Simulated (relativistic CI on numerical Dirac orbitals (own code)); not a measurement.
**d1 to d9 in one tetrahedral field**

Computed with a parametric ligand-field model without spin-orbit coupling, by exact diagonalisation: B = 600, C = 2680, 10Dq = -7100 cm⁻¹ (Td; |10Dq|/B = 11.8) for every shell. Energies in cm⁻¹; the field energy is (0.6 n_e − 0.4 n_t2) × 10Dq of the ground term; g labels are left out.

```csv
Shell,Ground term,Electrons in e,Field energy,First spin-allowed bands,Lowest term of other spin
d1,2E,1.000,-4260,2T2 7100,
d2,3A2,2.000,-8520,"3T2 7100, 3T1 11451",1E 9874
d3,4T1,1.933,-5206,"4T2 6263, 4A2 13363",2E 5408
d4,5T2,2.000,-2840,5E 7100,3T1 7826
d5,6A1,2.000,0,none,4T1 14218
d6,5E,3.000,-4260,5T2 7100,3T1 8296
d7,4A2,4.000,-8520,"4T2 7100, 4T1 11451",2E 12130
d8,3T1,3.933,-5206,"3T2 6263, 3A2 13363",1T2 9315
d9,2T2,4.000,-2840,2E 7100,
```

Every shell keeps the spin of the free ion. Tetrahedral fields of 3d complexes are almost always too weak to pair spins. High-spin d^(n+5) repeats the spin-allowed bands of d^n, since the half-filled shell is spherical.
